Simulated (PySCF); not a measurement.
A structure optimised at PBE0-D3(BJ)/def2-SVP, used in a PySCF frequency run:

```xyz
6

Te     0.3859     0.8394     0.0000
Br    -0.1150    -1.6286     0.0000
C     -1.6732     1.4448     0.0000
H     -2.1662     1.0703     0.9049
H     -2.1662     1.0703    -0.9049
H     -1.6726     2.5450     0.0000
```
Charge 0, spin multiplicity 1.

Task: Write its SMILES, formula and point group.

Result: C[Te]Br, CH3BrTe, Cs

Task: What are its rotational constants (standard atomic weights)?

Result: 7.7148, 1.4924, 1.2608 GHz
